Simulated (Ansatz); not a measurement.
`C=N[SiH2]CF` + H₂ → `C=N[SiH2]C` + H–F at 600 K and 1 bar (hydrogenolysis of a C–F bond).

Gas-phase electronic energies from Ansatz, PBE0-D4/def2-TZVP geometries. CBS: MP2 limit from def2 TZ/QZ plus the TZ coupled-cluster correction, frozen cores. This one scheme is used for every species. Each species was taken in one conformer, which may not be the lowest.

| species | CCSD(T)/CBS energy (Eh) | H − E (kJ/mol) | S (J/(mol·K)) |
| --- | --- | --- | --- |
| `C=N[SiH2]CF` | -523.26123 | 264.8 | 435.3 |
| H₂ | -1.17544 | 43.9 | 150.8 |
| `C=N[SiH2]C` | -424.09492 | 278.4 | 407.2 |
| H–F | -100.39570 | 42.3 | 194.0 |

H − E and S are ideal-gas, rigid-rotor, harmonic terms from PBE0-D4/def2-TZVP, for one conformer and one mirror image of each species. For small species the MP2-based limit differs from directly extrapolated CCSD(T) by up to some mEh (0.8 for H₂); such offsets cancel only in part. 1 Eh = 2625.50 kJ/mol, R = 8.31446 J/(mol·K).

**Question.** By hand: ΔE, ΔH, ΔS and ΔG.

**Answer.** ΔE = (-424.09492) + (-100.39570) − (-523.26123) − (-1.17544) = -0.05395 Eh = -141.6 kJ/mol. Δ(H − E) = 278.4 + 42.3 − 264.8 − 43.9 = 12.0, so ΔH = -129.6 kJ/mol. ΔS = 407.2 + 194.0 − 435.3 − 150.8 = 15.1 J/(mol·K). ΔG = -129.6 − 600 × (15.1)/1000 = -138.7 kJ/mol.

**Question.** By hand: the equilibrium constant, and the temperature at which ΔG would vanish if ΔH and ΔS stayed fixed.

**Answer.** log₁₀ K = −ΔG/(RT ln 10) = 12.1. ΔH and −TΔS have one sign here, so there is no such temperature.

ΔH outweighs TΔS. A doubt of 5 kJ/mol in ΔE shifts log₁₀ K by 0.4 here. Other conformers and mirror images would add mixing entropy, several J/(mol·K) or more a flexible species. These are equilibria of isolated gas molecules and say nothing of rates. Largest T1 diagnostic: 0.012 (customary marks: 0.02 for closed shells, 0.045 for open ones).
